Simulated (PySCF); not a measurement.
Excitations are Tamm–Dancoff values on a coarser integration grid. The basis has no diffuse functions, so Rydberg states are missing or too high.

# H₃GaS₃, SMILES `[SH][Ga]([SH])[SH]` (charge 0, multiplicity 1)

The numbers are results of PBE0-D4/def2-TZVP in PySCF 2.14.0, not measurements.

HOMO: -7.67 eV
dipole moment: 1.54 D
LUMO: -0.97 eV
HOMO–LUMO gap: 6.71 eV
S1 excitation (TDA): 5.33 eV
S1 oscillator strength: 0.000
T1 excitation (TDA): 4.99 eV
S1–T1 gap (TDA): 0.34 eV
total energy: -3120.7313 Ha
cost: around 90 core-seconds (rough)

```xyz
7

S      0.1715    -1.8920     0.1949
Ga     0.1822     0.3025     0.0644
S      2.1011     1.3625     0.0114
S     -1.6415     1.5221    -0.0177
H     -1.1681    -1.9879     0.1997
H      2.8202     0.2300     0.0889
H     -2.4654     0.4628     0.0355
```
Charge 0, spin multiplicity 1.
